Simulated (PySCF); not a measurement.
Compound: SiH3PHPF2, F₂H₄P₂Si.
SMILES: `FP(F)P[SiH3]`

Torsions of this conformer, `[F:1][P:2]([F:3])[PH:4][SiH3:5]`: F1–P2–P4–Si5 144°.

The closed-shell ground state was solved at several levels (PySCF, density fitting, gas phase, non-relativistic). One conformer (not necessarily the lowest) at the PBE0-D3(BJ)/def2-SVP geometry, without solvent, vibrations or thermal averaging.

```
        level  basis functions  HOMO (eV)  LUMO (eV)  gap (eV)  dipole (D)
 B3LYP/6-31G*               90      -6.90      -0.88      6.02        1.87
B3LYP/cc-pVTZ              218      -7.06      -1.16      5.90        1.79
```

Question: Estimate the row for B3LYP/def2-TZVP, a basis of 197 functions; the other rows only guide the guess.

Answer: HOMO -7.09 eV, LUMO -1.27 eV, gap 5.82 eV, dipole 1.87 D.

Question: Over all these levels, which gives the widest orbital gap and which the narrowest?

Answer: B3LYP/6-31G* has the widest, 6.02 eV, and B3LYP/def2-TZVP the narrowest, 5.82 eV. From the narrowest to the widest the HOMO moves by +0.19 eV and the LUMO by +0.39 eV.

Question: How much does the basis alone move the frontier levels among the 3 B3LYP rows (the withheld one included)?

Answer: The HOMO by 0.19 eV and the LUMO by 0.39 eV. By rising basis size (HOMO, LUMO in eV): 6-31G* -6.90, -0.88; def2-TZVP -7.09, -1.27; cc-pVTZ -7.06, -1.16.

Question: How far do the dipole and the HOMO energy spread over the levels?

Answer: The dipole runs from 1.79 to 1.87 D (mean 1.84 D) and the HOMO from -7.09 to -6.90 eV.
